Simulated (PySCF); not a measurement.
InO (SMILES [O]=[In]), doublet, geometry from GFN2-xTB (such geometries of metal compounds can be far from the true shape) (core potentials on In).

The PySCF input:
```python
from pyscf import gto, scf, dft, solvent

mol = gto.M(
    atom='''
In   -0.00000000   -0.00000000   -0.25925626
O     0.00000000    0.00000000    1.58794457
''',
    basis='def2-svp',
    ecp={'In': 'def2-svp'},
    spin=1,
    verbose=4,
)

mf = dft.UKS(mol)
mf.xc = 'b3lyp'
mf.kernel()
```

Task: What does this run give for the total energy, nuclear repulsion energy, number of basis functions, HOMO energy, dipole moment?

Result: 
```json
{
 "total_energy": "-265.3006 Eh",
 "nuclear_repulsion_energy": "48.1278 Eh",
 "number_of_basis_functions": "40",
 "HOMO energy": "-7.12 eV",
 "dipole_moment": "3.42 D"
}
```

These values belong to the state on which the SCF converged, which isn't shown to be the lowest.
